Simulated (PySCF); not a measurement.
Sn(H)(F)(NH2)2 (FH5N2Sn), SMILES [NH2][SnH]([NH2])[F]. Coordinates come from a B3LYP-D3(BJ)/def2-SVP optimisation. The def2 effective core potentials stand for the cores of Sn; spin–orbit coupling is left out. Other conformers were not sampled.

Computed equilibrium geometry at B3LYP-D3(BJ)/def2-SVP (PySCF confirms it by a frequency run) as bond lengths and angles (one conformer of several):
Atoms: Sn1 N2 N3 F4 H5 H6 H7 H8 H9. Bonded distances (Å): Sn1–N2 2.035, Sn1–N3 2.035, Sn1–F4 1.965, Sn1–H5 1.708, N2–H6 1.020, N2–H7 1.021, N3–H8 1.021, N3–H9 1.021. Angles (°): N2–Sn1–N3 107.2, N2–Sn1–F4 110.2, N2–Sn1–H5 112.5, N3–Sn1–F4 107.0, N3–Sn1–H5 114.1, F4–Sn1–H5 105.7, Sn1–N2–H6 113.1, Sn1–N2–H7 112.9, H6–N2–H7 107.4, Sn1–N3–H8 111.6, Sn1–N3–H9 112.9, H8–N3–H9 107.7.
